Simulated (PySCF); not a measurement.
Computed IR spectrum (relative IR intensity) of a molecule C4H10Si2. The structure is a stationary point at PBE-D3(BJ)/def2-SVP. The values are those of a single conformer. All values below come from PBE-D3(BJ)/def2-SVP run with PySCF. Frequencies are harmonic and unscaled.

Lines under 2 % of the strongest are left out, and lines within 2 cm⁻¹ are merged.

```
ν (cm⁻¹)  relative intensity
--------  ------------------
337                      2.7
442                      4.0
637                       15
641                       15
653                      7.9
714                       19
795                       14
866                      100
893                       25
902                       57
906                      9.7
908                       11
918                       20
1019                     5.4
1034                      12
1127                     2.3
1281                     4.3
2148                      46
2156                     2.6
2161                      39
2165                      31
2179                      50
2182                      33
2944                     4.4
3409                      29
```

Question: Pick the molecule that these values belong to.
(A) C=C1C[Si@H](C)[SiH2]1
(B) CC=C1[SiH2]C[SiH2]1
(C) C#CCC([SiH3])[SiH3]
(D) C=C1C[SiH2][C@H]1[SiH3]

Answer: C, C#CCC([SiH3])[SiH3]
